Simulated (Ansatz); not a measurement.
A series at Si: from `[SiH3]S`, ligands are replaced one by one, each step taking up H₂O and setting free H₂; n counts the steps. Ansatz, PBE0-D4/def2-TZVP geometries. Each molecule was computed in one conformer, which needn't be the lowest.

CBS adds triple-zeta CCSD(T) − MP2 to the MP2 limit, frozen cores; atoms without spin–orbit coupling. 

| n | molecule | atomization energy, CCSD(T)/CBS (kJ/mol) |
| --- | --- | --- |
| 0 | `[SiH3]S` | 1706.0 |
| 1 | `O[SiH2]S` | 2304.4 |
| 2 | `O[SiH](O)S` | 2910.7 |
| 3 | `O[Si](O)(O)S` | ? |

Q: By hand: fit a straight line y = ȳ + b (n − n̄) to the 3 given rows and predict n = 3.

A: n̄ = 1.000, ȳ = 2307.03; Σ(n − n̄)(y − ȳ) = 1204.70, Σ(n − n̄)² = 2.000, so b = 602.35 kJ/mol a step. Prediction: 2307.03 + (602.35) × (2.000) = 3511.7 kJ/mol.

Q: By hand: compare with the computed value, 3527.5 kJ/mol, and give the steps along the whole series.

A: The line misses by 15.8 kJ/mol (computed minus predicted). Steps: 598.4, 606.3, 616.8 kJ/mol.

The steps differ by up to 18.4 kJ/mol, small against a whole step but well beyond the method's doubt, so the ligands' effects don't simply add. The miss is 0.9 % of the series' range. The energies themselves are unsure by some kJ/mol a bond, though much of that is common to the series.
